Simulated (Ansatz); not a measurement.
Basis-set extrapolation for C$_{4}$H$_{7}$FSi, SMILES `CC(F)=C=C[SiH3]` (PBE0-D4/def2-TZVP geometry, frozen core, Ansatz). Multiplicity 1, RHF reference.

```csv
,def2-TZVPP,def2-QZVPP
HF,-543.963653,-543.983722
MP2 correlation,-1.010561,-1.084442
CCSD(T) correlation,-1.104667,not run
```

Energies in hartree. Use E(X) = E(∞) + A·exp(−7.88·√X) for Hartree–Fock and E(X) = E(∞) + B·X^(−2.97) for correlation, with X = 3 and 4, and add CCSD(T) minus MP2 of the smaller set to the MP2 limit.

Task: What is the CCSD(T) energy at the basis-set limit?

Result: HF limit: -543.983722 + (-0.020069) × 0.13774 = -543.98649. MP2 limit: -1.084442 + (-0.073881) × 0.74074 = -1.13917. Higher-order term: -1.104667 − (-1.010561) = -0.09411. Total: -545.21977 hartree, 397.6 kJ/mol below CCSD(T)/def2-TZVPP.
